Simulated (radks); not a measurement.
Pm3+, 58 electrons, occupied as [Xe] 4f3 6s1 (not the ground configuration).

All-electron calculation, Dirac Kohn-Sham, PBE, spin-unpolarised, spherical densities, finite nucleus; open shells are shared between the two j in proportion to 2j + 1; Fermi nuclear charge, rms radius 4.962 fm. Program: a radial shooting solver on a logarithmic mesh with Libxc functionals.

Energy parts (eV):
total: -272782.24
kinetic: 294953.93
electron-nucleus: -665032.44
Hartree: 103503.09
exchange-correlation: -6206.82

Orbitals (lengths in bohr, moments of r in powers of bohr; <r^-3> diverges for s and p1/2):
[
 {"orbital": "1s1/2", "occ.": "2", "eigenvalue (eV)": "-45015.84", "<r^-3>": "-"},
 {"orbital": "2s1/2", "occ.": "2", "eigenvalue (eV)": "-7351.829", "<r^-3>": "-"},
 {"orbital": "2p1/2", "occ.": "2", "eigenvalue (eV)": "-6964.306", "<r^-3>": "-"},
 {"orbital": "2p3/2", "occ.": "4", "eigenvalue (eV)": "-6404.201", "<r^-3>": "8408"},
 {"orbital": "3s1/2", "occ.": "2", "eigenvalue (eV)": "-1638.488", "<r^-3>": "-"},
 {"orbital": "3p1/2", "occ.": "2", "eigenvalue (eV)": "-1472.319", "<r^-3>": "-"},
 {"orbital": "3p3/2", "occ.": "4", "eigenvalue (eV)": "-1359.727", "<r^-3>": "1741"},
 {"orbital": "3d3/2", "occ.": "4", "eigenvalue (eV)": "-1070.822", "<r^-3>": "289.1"},
 {"orbital": "3d5/2", "occ.": "6", "eigenvalue (eV)": "-1046.438", "<r^-3>": "260.0"},
 {"orbital": "4s1/2", "occ.": "2", "eigenvalue (eV)": "-360.1345", "<r^-3>": "-"},
 {"orbital": "4p1/2", "occ.": "2", "eigenvalue (eV)": "-296.7417", "<r^-3>": "-"},
 {"orbital": "4p3/2", "occ.": "4", "eigenvalue (eV)": "-271.8587", "<r^-3>": "386.1"},
 {"orbital": "4d3/2", "occ.": "4", "eigenvalue (eV)": "-167.3782", "<r^-3>": "54.26"},
 {"orbital": "4d5/2", "occ.": "6", "eigenvalue (eV)": "-162.9000", "<r^-3>": "48.28"},
 {"orbital": "4f5/2", "occ.": "1.28571", "eigenvalue (eV)": "-41.9223", "<r^-3>": "6.825"},
 {"orbital": "4f7/2", "occ.": "1.71429", "eigenvalue (eV)": "-41.3404", "<r^-3>": "6.633"},
 {"orbital": "5s1/2", "occ.": "2", "eigenvalue (eV)": "-75.9149", "<r^-3>": "-"},
 {"orbital": "5p1/2", "occ.": "2", "eigenvalue (eV)": "-57.5948", "<r^-3>": "-"},
 {"orbital": "5p3/2", "occ.": "4", "eigenvalue (eV)": "-53.6069", "<r^-3>": "61.66"},
 {"orbital": "6s1/2", "occ.": "1", "eigenvalue (eV)": "-23.9558", "<r^-3>": "-"}
]

The highest occupied level is 6s1/2 at -23.956 eV. Summed over all electrons, <r^2> = 44.56 bohr^2, which gives a Langevin (diamagnetic) susceptibility term of -35.3 x 10^-6 cm^3/mol.
